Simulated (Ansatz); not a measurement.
`B[SiH](N)P` + `N=CF` → `F/C=N/P` + `B[SiH2]N`  (cleavage of the P–Si bond)

Isolated molecules relaxed with PBE0-D4/def2-TZVP in Ansatz; ΔE leaves out vibrations. CCSD(T)/CBS is the MP2 limit (def2-TZVPP, def2-QZVPP) plus CCSD(T) − MP2 in def2-TZVPP, frozen cores. This one scheme is used for every species. DFT in def2-TZVPP. B3LYP here is the variant with VWN-RPA as its local correlation; programs differ in this. One conformer a species, not always the lowest.

| level | ΔE (kJ/mol) |
| --- | --- |
| B3LYP | 51.6 |
| MP2/def2-TZVPP | 67.0 |

(1) What does CCSD(T)/CBS give? (An estimate is asked.)

Largest T1 diagnostic among the species: 0.016.

Results:

(1) Ansatz gave: +65.0 kJ/mol. The listed levels differ from it by -13.4, 2.0 kJ/mol.

The D4 term adds +7.6 kJ/mol with B3LYP and +4.1 kJ/mol with PBE0; it sums over pairs of atoms, weighted by their polarisabilities, and B3LYP, whose exchange is more repulsive, gets the larger term. From r2SCAN to r2SCAN0 (25 % exact exchange), in def2-TZVPP and without D4, ΔE moves by −6.3 kJ/mol. In def2-TZVPP, CCSD(T) changes the Hartree–Fock value by +66.6 kJ/mol (the triples alone add +10.8 kJ/mol) and MP2 by +70.9 kJ/mol.
